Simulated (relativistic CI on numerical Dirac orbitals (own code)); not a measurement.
Ta3+: L2,3 absorption edge

Computed with this model: Dirac-Coulomb-Breit CI, KLI orbitals optimised for each configuration, QED by a radiative potential, valence Slater integrals scaled by 0.7, multiplet model of core-to-valence dipole absorption; configurations [Xe] 4f14 5d2 → [He] 2s2 2p5 3s2 3p6 3d10 4s2 4p6 4d10 4f14 5s2 5p6 5d3; 10 K; Lorentzian 5 eV and Gaussian 1 eV FWHM. Energies are those of the free ion, without screening or charge transfer. The branching ratio is the share of the lower-energy edge in the whole absorption, uncertain by about 0.02 where the edges overlap. S is read from ⟨S²⟩ = S(S + 1).

Field parameters in Wybourne normalisation: Oh B⁴₀ = 21Dq, B⁴₄ = √(5/14) B⁴₀. The field is a parameter set, without covalency.

free ion: ground-state S = 0.95, centroid 10120.56 eV, branching ratio 0.808. Peaks (eV, height): 9879.5 (100), 11136.0 (23).

Oh, 10Dq = 15850 cm⁻¹: ground-state S = 0.97, centroid 10173.69 eV, branching ratio 0.766. Peaks (eV, height): 9880.0 (100), 11136.5 (29).

Oh, 10Dq = 24650 cm⁻¹: ground-state S = 0.98, centroid 10186.41 eV, branching ratio 0.756. Peaks (eV, height): 9880.5 (100), 11136.5 (31).

Oh, 10Dq = 33450 cm⁻¹: ground-state S = 0.98, centroid 10193.47 eV, branching ratio 0.751. Peaks (eV, height): 9881.0 (100), 11136.0 (32).

Oh, 10Dq = 42300 cm⁻¹: ground-state S = 0.98, centroid 10197.93 eV, branching ratio 0.747. Peaks (eV, height): 9878.0 (91), 9882.0 (100), 11135.0 (32), 11139.0 (32).

The statistical ratio of this edge is 2/3 = 0.667. Values above it arise where the holes sit mainly in the j = l + 1/2 valence subshell or the ground state has high spin; values below it where core-valence Coulomb terms move weight to the upper edge, as in nearly empty shells. At deep edges of heavy elements the radial integrals of the two core levels differ, which raises the baseline.

Strongest unbroadened transitions for Oh, 10Dq = 33450 cm⁻¹:

| Energy (eV) | Relative strength |
| --- | --- |
| 9877.01 | 100.0 |
| 9878.25 | 37.4 |
| 9878.30 | 80.1 |
| 9878.34 | 69.5 |
| 9878.40 | 28.3 |
| 9881.05 | 40.3 |
| 9881.18 | 78.0 |
| 9881.21 | 42.8 |
| 9881.78 | 55.6 |
| 9881.84 | 26.4 |
| 9882.13 | 21.9 |
| 9882.31 | 30.5 |
| 9882.35 | 32.2 |
| 9882.42 | 20.4 |
| 11133.84 | 30.9 |
| 11133.94 | 27.7 |
| 11135.20 | 24.9 |
| 11138.73 | 23.3 |
